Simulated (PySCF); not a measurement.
C2H8BNO2, SMILES COCB(N)O. Geometry optimised at B3LYP-D3(BJ)/def2-SVP. The structure was generated by enumeration, and PubChem lists no compound with its InChIKey, so it may never have been made. One conformer was computed; it need not be the lowest.

Task: Give the equilibrium geometry at B3LYP-D3(BJ)/def2-SVP (PySCF confirms it by a frequency run) as Cartesian coordinates in Å, and its point group. (An estimate is asked for; the answer gives what the named calculation found.)

Result: One answer among several that fit: point group Cs.
```xyz
14

C     -0.0955    -2.6079     0.0000
O      0.3696    -1.2894     0.0000
C     -0.6539    -0.3162     0.0000
B     -0.0279     1.1506     0.0000
N      1.3633     1.2907     0.0000
O     -0.8258     2.2728     0.0000
H     -0.7122    -2.8314    -0.8956
H     -0.7122    -2.8314     0.8956
H      0.7762    -3.2796     0.0000
H     -1.3183    -0.4464    -0.8855
H     -1.3183    -0.4464     0.8855
H      1.9544     0.4690     0.0000
H      1.8401     2.1830     0.0000
H     -1.7675     2.0724     0.0000
```
Charge 0, spin multiplicity 1.
